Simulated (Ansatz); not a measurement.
`C[SiH2][AsH2]` + `C=C(O)F` → `C=C(F)O[SiH2]C` + `[AsH3]`  (cleavage of the Si–As bond)

Isolated molecules relaxed with PBE0-D4/def2-TZVP in Ansatz; ΔE leaves out vibrations. CBS: MP2 limit from def2 TZ/QZ plus the TZ coupled-cluster correction, frozen cores. DFT in def2-TZVPP. For As outer-core shells are correlated without core-valence functions, which leaves a few kJ/mol of doubt a bond. Scalar relativity is left out up to krypton. One conformer a species, not always the lowest.

(1) Is it downhill or uphill in electronic energy at CCSD(T)/CBS, and by how much? (An estimate is asked.)

(2) What do these levels give: PBE-D4, r2SCAN-D4, PBE0-D4, ωB97X-V, B2PLYP, r2SCAN, PBE0, HF/def2-TZVPP, MP2/def2-TZVPP, HF/def2-QZVPP, MP2/def2-QZVPP, MP2/CBS(def2)? (Best estimate.)

Largest T1 diagnostic among the species: 0.012.

Results:

(1) The calculation gave: Downhill: ΔE = -15.2 kcal/mol.

(2) The calculation gave: PBE-D4 -11.6, r2SCAN-D4 -14.9, PBE0-D4 -12.4, ωB97X-V -15.9, B2PLYP -16.4, r2SCAN -14.7, PBE0 -12.3, HF/def2-TZVPP -19.6, MP2/def2-TZVPP -15.7, HF/def2-QZVPP -19.9, MP2/def2-QZVPP -15.4, MP2/CBS(def2) -15.0 kcal/mol.

In def2-TZVPP, CCSD(T) changes the Hartree–Fock value by +3.6 kcal/mol (the triples alone add +0.5 kcal/mol) and MP2 by +3.9 kcal/mol. From PBE to PBE0 (25 % exact exchange), in def2-TZVPP and without D4, ΔE moves by −0.9 kcal/mol.
